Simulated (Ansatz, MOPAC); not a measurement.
Species: C3H10BN, net charge 0, singlet state. SMILES: CNB(C)C

Atoms: C1, N2, B3, C4, C5, H6, H7, H8, H9, H10, H11, H12, H13, H14, H15. Bonds: C1-N2, C1-H6, C1-H7, C1-H8, N2-B3, N2-H9, B3-C4, B3-C5, C4-H10, C4-H11, C4-H12, C5-H13, C5-H14, C5-H15.

Bond lengths (Å) and angles (degrees) optimised at PM7 with MOPAC; MNDO with MOPAC; HF/6-31G* with Ansatz (a program for electronic structure); PBE/6-31G* with Ansatz, each started from the B3LYP-D3(BJ)/def2-TZVP structure (Ansatz) of the last column. A row stands for all coordinates that are equal there; 13 of 32 kinds are shown. 6-31G* holds six Cartesian d functions. No wavenumbers were computed at PM7, MNDO, PBE/6-31G*, so these may be saddle points.

| coordinate | PM7 | MNDO | HF/6-31G* | PBE/6-31G* | B3LYP-D3(BJ)/def2-TZVP |
|---|---|---|---|---|---|
| C1-N2 | 1.461 | 1.457 | 1.445 | 1.454 | 1.451 |
| C1-H6 | 1.105 | 1.115 | 1.087 | 1.107 | 1.094 |
| C1-H8 | 1.105 | 1.114 | 1.080 | 1.099 | 1.087 |
| N2-B3 | 1.369 | 1.401 | 1.402 | 1.413 | 1.401 |
| N2-H9 | 1.008 | 1.002 | 0.997 | 1.022 | 1.009 |
| B3-C4 | 1.617 | 1.572 | 1.595 | 1.595 | 1.581 |
| B3-C5 | 1.615 | 1.571 | 1.600 | 1.592 | 1.584 |
| C4-H10 | 1.093 | 1.111 | 1.089 | 1.107 | 1.095 |
| C1-N2-B3 | 125.1 | 129.8 | 128.9 | 130.2 | 128.9 |
| N2-B3-C4 | 120.3 | 118.6 | 118.8 | 117.7 | 118.5 |
| N2-B3-C5 | 124.9 | 121.2 | 121.1 | 122.7 | 121.3 |
| C4-B3-C5 | 114.9 | 120.3 | 120.1 | 119.6 | 120.1 |
| N2-C1-H6 | 111.0 | 110.1 | 111.5 | 111.8 | 111.5 |

Mean signed difference of all 14 bond lengths from B3LYP-D3(BJ)/def2-TZVP: PM7 0.005 Å, MNDO 0.010 Å, HF/6-31G* -0.003 Å, PBE/6-31G* 0.011 Å.
